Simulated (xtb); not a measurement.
BrGe, SMILES [Ge][Br] (connectivity only; charge and spin as stated), charge +1, multiplicity 1. All values are semi-empirical tight-binding results from xtb (GFN2-xTB unless named), good for trends rather than for accurate numbers. Geometry: GFN2-xTB. The spin state was assumed, not searched.

For metal compounds this method's bond lengths and energies can be far off.

```json
{
 "point_group_as_xtb_finds_it": "C∞v",
 "orbital_gap": "3.59 eV"
}
```
